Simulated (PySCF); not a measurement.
A structure optimised at PBE-D3(BJ)/def2-SVPD, used in a PySCF frequency run:

```xyz
7

Nb     0.0000     0.0000     0.0000
F      0.0000     1.9265     0.0000
F      0.0000    -1.9265     0.0000
F      0.0000     0.0000    -1.9265
F      1.9265     0.0000     0.0000
F     -1.9265     0.0000     0.0000
F      0.0000     0.0000     1.9265
```
Charge -1, spin multiplicity 1.

Task: Write its SMILES, formula and point group.

Result: [F][Nb-]([F])([F])([F])([F])[F], F6Nb, Oh

Task: What are its rotational constants (standard atomic weights)?

Result: 1.7918, 1.7918, 1.7918 GHz
